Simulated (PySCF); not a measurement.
Gas-phase reaction: GaCl3 + 3 I2 → GaI3 + 3 ICl

Method: PySCF energies (xtb for GFN2) plus ideal-gas RRHO corrections (1 bar). † marks an energy on the PBE0/def2-TZVP geometry and frequencies; other levels use their own. MP2 and CCSD(T) freeze the core. All species are closed-shell singlets. B3LYP is the form with VWN-RPA correlation. I: scalar-relativistic def2 core potential, no spin-orbit coupling. Ga: all electrons, no relativistic terms. MP2 isn't extrapolated to the basis-set limit. CCSD(T) isn't extrapolated to the basis-set limit.

```csv
level,"ΔH°(298 K), kJ"
B3LYP/def2-TZVP†,…
BLYP/def2-TZVP†,…
CCSD(T)/def2-TZVPP†,170
GFN2-xTB,170
MP2/def2-TZVPP†,…
PBE/def2-SVP,187
PBE0/def2-QZVP†,…
PBE0/def2-TZVP,176
LDA/def2-TZVP†,163
ωB97X-V/def2-TZVP†,180
```

Q: What belongs in the gaps?

A: 
- B3LYP/def2-TZVP†, ΔH°(298 K), kJ: 176
- BLYP/def2-TZVP†, ΔH°(298 K), kJ: 167
- MP2/def2-TZVPP†, ΔH°(298 K), kJ: 172
- PBE0/def2-QZVP†, ΔH°(298 K), kJ: 175
